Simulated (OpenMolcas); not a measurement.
# Levels of Au⁵⁺ by method

```json
{
  "Program": "OpenMolcas 26.06",
  "Basis": "ANO-RCC-VQZP [9s8p6d4f2g1h]",
  "Scalar Hamiltonian": "DKH2, point nucleus",
  "Active space": "6 electrons in 5 orbitals (5d)",
  "State averaging": "2S+1 = 5 even, 5 roots; 2S+1 = 3 even, 45 roots; 2S+1 = 1 even, 50 roots",
  "Spin-orbit coupling": "RASSI with atomic mean-field integrals over the reference wave functions, term energies averaged over their components"
}
```

Methods on the same reference wave functions:
A. CASSCF
B. SS-CASPT2, IPEA 0.25 Eh, imaginary shift 0.1 Eh (closed shells correlated: 5s 5p)
C. MS-CASPT2, IPEA 0.25 Eh, imaginary shift 0.1 Eh (closed shells correlated: 5s 5p)
D. XMS-CASPT2, IPEA 0.25 Eh, imaginary shift 0.1 Eh (closed shells correlated: 5s 5p)

Energies in cm⁻¹ above 5d⁶ ⁵D₄.

```csv
Level,A,B,C,D
5d⁶ ⁵D₄,0.0,0.0,0.0,0.0
5d⁶ ⁵D₃,9200,9530,9480,9540
5d⁶ ⁵D₁,13401,13330,13340,13370
5d⁶ ⁵D₀ [69 %],13628,13070,13170,13150
5d⁶ ³H₆,26399,25040,24990,24740
5d⁶ ³F₂(1) [57 %],32922,30260,30010,29630
5d⁶ ¹S₀(1) [59 %],39017,35720,35820,35360
5d⁶ ³D₁ [70 %],41333,36980,36800,36470
5d⁶ ³G₄ [52 %],41550,38560,38500,38180
5d⁶ ³D₂ [62 %],42617,38200,38330,38020
5d⁶ ³D₃ [68 %],45186,40910,40760,40390
5d⁶ ¹I₆,47242,45270,45220,44900
5d⁶ ³P₀(2),50818,44040,43490,42920
5d⁶ ³P₁(1) [63 %],51915,49070,48720,48470
5d⁶ ¹F₃ [55 %],53122,46900,46820,46260
5d⁶ ¹G₄(1) [52 %],56140,52860,52480,51690
5d⁶ ¹D₂(1) [51 %],58211,53450,53200,52470
5d⁶ ³P₁(2),63720,57090,57420,56950
5d⁶ ³F₄(2),68372,62510,62610,62060
5d⁶ ³F₂(2),69317,62910,63020,62420
5d⁶ ³F₃(2) [54 %],78565,72530,72570,72020
5d⁶ ³P₂(2) [69 %],78665,72050,72030,71440
5d⁶ ¹G₄(2),79222,72460,72410,71850
5d⁶ ¹D₂(2),97001,85420,85400,84520
```

Among B to D the level of the table that moves most is 5d⁶ ¹G₄(1) [52 %], by 1200 cm-1 (lowest in D, highest in B). Moves below CASPT2's spread within the term are not significant.

From A to B the spin-free energies of the other terms of 5d⁶ shown, above ⁵D, scale by factors of 0.84 to 0.91, as is usual when dynamic correlation screens the repulsion within a d or f shell.

The lowest spin-free term lies below A's lowest term by 0.378 hartree in B, 0.378 hartree in C, 0.382 hartree in D.

CASPT2 breaks the degeneracy within a term, and the mean is taken; among the terms shown or strongly mixed into the levels shown the widest spread is 1300 cm-1 (5d⁶ ¹I, D). The CASPT2 spread within a term exceeds the gap to the next term for 5d⁶ ³D and 5d⁶ ¹I, so the order of their levels is uncertain (figures for C; the like holds for D). Without dynamic correlation excited terms often stand tens of per cent too high (terms of higher spin than the ground term too low), and those without a measured partner can miss by more than the paired ones (holds for A). Levels of configurations outside the active space are missing. The table leaves out levels that lie high or whose names do not pair safely across all columns.

A share in square brackets marks a mixed level and gives the weight of the term that names it, the lowest over the columns. A number in round brackets counts repeated terms of one configuration in the order of the reference energies.
